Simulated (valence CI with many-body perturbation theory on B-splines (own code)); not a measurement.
E1 line list for I38+

Level of theory: configuration interaction combined with many-body perturbation theory (CI+MBPT): five valence electrons over a frozen Dirac-Fock core [Ne], a basis of 9 s, 9 p, 8 d, 6 f, 3 g, 1 h functions for each j, with the one-electron correlation potential Σ1, the two-electron term Σ2, the three-electron term Σ3, Breit, model QED; selected CI, second order for the rest (own B-spline code, finite nucleus).

The last digits are not significant, and no measured levels were compared; by estimate large intervals hold to a few tenths of a per cent, small ones and those within an open d or f shell to about a per cent. Among the levels kept, up to 530 cm⁻¹ of a level comes from second order outside the variational space, and about a tenth of that is noise between levels of different J, which matters for small intervals.

Lines 1 to 50 of 215 in falling wavelength, among levels below 2841800 cm⁻¹, chosen from the strongest by gf and those to the six lowest levels. Wavelengths and rates use the calculated energies. Electric multipoles are in the length gauge, E1 and E2 with the static RPA response of the core. Weak lines are less certain than strong ones. Lines between different terms over intervals too small for the method are left out, as are lines whose strength nearly cancels. The highest levels of a list are the least certain.

Levels are named by their leading jj configuration (3d3/2^4 stands for four electrons in 3d with j = 3/2), which in mixed levels can hold well under half, so a name can repeat and another be missing. Letters in brackets count levels of one name in rising energy.

| λ vac (Å) | Upper | Lower | A (s⁻¹) | S (a.u.) |
| --- | --- | --- | --- | --- |
| 950.1 | (3s 3p1/2^2 3p3/2^2) J=5/2 | (3s^2 3p3/2^3) J=3/2 | 4.35e+04 | 1.10e-04 |
| 403.9 | (3s^2 3p1/2^2 3d5/2) J=5/2 | (3s^2 3p3/2^3) J=3/2 | 2.75e+05 | 5.37e-05 |
| 311.2 | (3s 3p1/2^2 3p3/2^2) J=1/2 | (3s^2 3p3/2^3) J=3/2 | 1.88e+07 | 5.58e-04 |
| 301.7 | (3s 3p1/2^2 3p3/2^2) J=3/2 | (3s^2 3p3/2^3) J=3/2 | 3.45e+07 | 1.87e-03 |
| 193.0 | (3s^2 3p1/2 3p3/2 3d3/2) J=5/2 [a] | (3s^2 3p3/2^3) J=3/2 | 1.08e+07 | 2.30e-04 |
| 192.6 | (3s 3p1/2^2 3p3/2 3d3/2) J=3/2 [b] | (3s^2 3p1/2 3p3/2 3d5/2) J=5/2 [c] | 1.56e+08 | 2.20e-03 |
| 191.1 | (3s^2 3p1/2 3p3/2 3d3/2) J=3/2 [a] | (3s^2 3p3/2^3) J=3/2 | 3.24e+07 | 4.46e-04 |
| 189.6 | (3s^2 3p1/2^2 3d3/2) J=3/2 | (3s^2 3p1/2 3p3/2^2) J=1/2 | 2.93e+05 | 3.95e-06 |
| 189.0 | (3s^2 3p1/2 3p3/2 3d3/2) J=1/2 [a] | (3s^2 3p3/2^3) J=3/2 | 2.90e+07 | 1.94e-04 |
| 180.6 | (3s 3p1/2^2 3p3/2 3d5/2) J=3/2 | (3s 3p1/2 3p3/2^3) J=3/2 [b] | 2.48e+08 | 2.88e-03 |
| 179.8 | (3s 3p1/2^2 3p3/2 3d3/2) J=5/2 [a] | (3s^2 3p1/2 3p3/2 3d3/2) J=3/2 [b] | 5.68e+08 | 9.79e-03 |
| 175.3 | (3s 3p1/2^2 3p3/2 3d3/2) J=3/2 [a] | (3s^2 3p1/2 3p3/2 3d3/2) J=1/2 [b] | 1.96e+08 | 2.08e-03 |
| 174.1 | (3s 3p1/2^2 3p3/2 3d3/2) J=1/2 [a] | (3s^2 3p1/2 3p3/2 3d3/2) J=1/2 [b] | 3.66e+08 | 1.91e-03 |
| 164.9 | (3s^2 3p1/2^2 3d3/2) J=3/2 | (3s^2 3p1/2 3p3/2^2) J=5/2 | 2.28e+08 | 2.02e-03 |
| 164.3 | (3s 3p1/2^2 3p3/2 3d5/2) J=5/2 | (3s^2 3p1/2 3p3/2 3d5/2) J=5/2 [c] | 2.38e+08 | 3.13e-03 |
| 160.2 | (3s^2 3p1/2 3p3/2 3d5/2) J=3/2 [a] | (3s^2 3p3/2^3) J=3/2 | 1.87e+08 | 1.52e-03 |
| 160.2 | (3s 3p1/2^2 3p3/2 3d3/2) J=7/2 | (3s^2 3p1/2 3p3/2 3d3/2) J=5/2 [b] | 1.74e+09 | 2.82e-02 |
| 159.5 | (3s 3p1/2^2 3p3/2 3d5/2) J=5/2 | (3s^2 3p1/2 3p3/2 3d5/2) J=3/2 [b] | 2.39e+08 | 2.87e-03 |
| 157.6 | (3s 3p1/2^2 3p3/2 3d3/2) J=7/2 | (3s^2 3p1/2 3p3/2 3d5/2) J=9/2 | 9.24e+07 | 1.43e-03 |
| 149.1 | (3s^2 3p1/2^2 3d3/2) J=3/2 | (3s^2 3p1/2 3p3/2^2) J=3/2 | 2.15e+07 | 1.41e-04 |
| 147.8 | (3s^2 3p1/2 3p3/2 3d5/2) J=5/2 [a] | (3s^2 3p3/2^3) J=3/2 | 6.04e+08 | 5.77e-03 |
| 146.8 | (3s 3p1/2^2 3p3/2 3d3/2) J=3/2 [b] | (3s^2 3p1/2 3p3/2 3d3/2) J=3/2 [b] | 1.19e+09 | 7.43e-03 |
| 146.6 | (3s 3p1/2^2 3p3/2 3d5/2) J=5/2 | (3s^2 3p1/2 3p3/2 3d5/2) J=5/2 [b] | 1.53e+08 | 1.43e-03 |
| 145.8 | (3s 3p1/2^2 3p3/2 3d3/2) J=3/2 [b] | (3s^2 3p1/2 3p3/2 3d3/2) J=1/2 [b] | 3.68e+08 | 2.25e-03 |
| 145.7 | (3s 3p1/2^2 3p3/2 3d5/2) J=7/2 | (3s^2 3p1/2 3p3/2 3d5/2) J=5/2 [c] | 6.32e+08 | 7.72e-03 |
| 143.4 | (3s 3p1/2^2 3p3/2 3d3/2) J=5/2 [b] | (3s^2 3p1/2 3p3/2 3d5/2) J=5/2 [b] | 1.97e+08 | 1.72e-03 |
| 140.8 | (3s 3p1/2^2 3p3/2 3d5/2) J=3/2 | (3s^2 3p1/2 3p3/2 3d5/2) J=1/2 | 2.93e+08 | 1.61e-03 |
| 140.7 | (3s 3p1/2^2 3p3/2 3d3/2) J=5/2 [b] | (3s^2 3p1/2 3p3/2 3d5/2) J=7/2 [b] | 4.55e+08 | 3.76e-03 |
| 140.0 | (3s 3p1/2^2 3p3/2^2) J=5/2 | (3s^2 3p1/2 3p3/2^2) J=5/2 | 1.48e+09 | 1.20e-02 |
| 139.9 | (3s 3p1/2^2 3p3/2 3d5/2) J=5/2 | (3s 3p1/2 3p3/2^3) J=3/2 [a] | 6.13e+08 | 4.98e-03 |
| 139.3 | (3s 3p1/2^2 3p3/2 3d3/2) J=3/2 [b] | (3s^2 3p1/2 3p3/2 3d3/2) J=5/2 [b] | 4.79e+08 | 2.56e-03 |
| 136.9 | (3s^2 3p1/2 3p3/2 3d3/2) J=5/2 [b] | (3s^2 3p3/2^3) J=3/2 | 3.36e+08 | 2.55e-03 |
| 135.4 | (3s 3p1/2^2 3p3/2 3d5/2) J=9/2 | (3s^2 3p1/2 3p3/2 3d5/2) J=9/2 | 2.86e+09 | 3.51e-02 |
| 134.3 | (3s 3p1/2^2 3p3/2 3d3/2) J=5/2 [a] | (3s^2 3p1/2 3p3/2 3d3/2) J=7/2 | 8.26e+08 | 5.92e-03 |
| 134.1 | (3s 3p1/2^2 3p3/2 3d5/2) J=3/2 | (3s 3p1/2 3p3/2^3) J=3/2 [a] | 6.09e+08 | 2.90e-03 |
| 131.6 | (3s 3p1/2^2 3p3/2 3d5/2) J=7/2 | (3s^2 3p1/2 3p3/2 3d5/2) J=5/2 [b] | 2.34e+09 | 2.11e-02 |
| 131.1 | (3s^2 3p1/2 3p3/2 3d3/2) J=1/2 [b] | (3s^2 3p3/2^3) J=3/2 | 7.42e+08 | 1.65e-03 |
| 130.3 | (3s^2 3p1/2 3p3/2 3d3/2) J=3/2 [b] | (3s^2 3p3/2^3) J=3/2 | 2.74e+07 | 1.20e-04 |
| 129.5 | (3s 3p1/2^2 3p3/2 3d3/2) J=3/2 [b] | (3s^2 3p1/2 3p3/2 3d5/2) J=5/2 [a] | 3.89e+08 | 1.67e-03 |
| 129.4 | (3s 3p1/2^2 3p3/2 3d5/2) J=7/2 | (3s^2 3p1/2 3p3/2 3d5/2) J=7/2 [b] | 1.97e+09 | 1.68e-02 |
| 128.8 | (3s 3p1/2^2 3p3/2 3d3/2) J=7/2 | (3s^2 3p1/2 3p3/2 3d3/2) J=7/2 | 3.34e+09 | 2.82e-02 |
| 128.5 | (3s 3p1/2^2 3p3/2^2) J=5/2 | (3s^2 3p1/2 3p3/2^2) J=3/2 | 2.66e+09 | 1.67e-02 |
| 127.3 | (3s 3p1/2^2 3p3/2 3d3/2) J=5/2 [b] | (3s^2 3p1/2 3p3/2 3d3/2) J=3/2 [b] | 6.71e+08 | 4.10e-03 |
| 125.0 | (3s 3p1/2^2 3p3/2 3d3/2) J=5/2 [a] | (3s^2 3p1/2 3p3/2 3d3/2) J=3/2 [a] | 1.08e+09 | 6.25e-03 |
| 124.7 | (3s 3p1/2^2 3p3/2 3d5/2) J=3/2 | (3s^2 3p1/2 3p3/2 3d3/2) J=3/2 [b] | 4.21e+08 | 1.61e-03 |
| 124.3 | (3s 3p1/2^2 3p3/2 3d3/2) J=3/2 [a] | (3s^2 3p1/2 3p3/2 3d3/2) J=1/2 [a] | 1.02e+09 | 3.89e-03 |
| 124.2 | (3s 3p1/2^2 3p3/2 3d5/2) J=9/2 | (3s^2 3p1/2 3p3/2 3d5/2) J=7/2 [a] | 7.26e+09 | 6.87e-02 |
| 124.2 | (3s 3p1/2^2 3p3/2 3d3/2) J=5/2 [a] | (3s^2 3p1/2 3p3/2 3d3/2) J=5/2 [a] | 3.86e+09 | 2.19e-02 |
| 124.0 | (3s 3p1/2^2 3p3/2 3d5/2) J=3/2 | (3s^2 3p1/2 3p3/2 3d3/2) J=1/2 [b] | 6.42e+08 | 2.42e-03 |
| 123.9 | (3s 3p1/2^2 3p3/2 3d3/2) J=1/2 [b] | (3s^2 3p1/2 3p3/2 3d3/2) J=3/2 [b] | 1.08e+09 | 2.03e-03 |
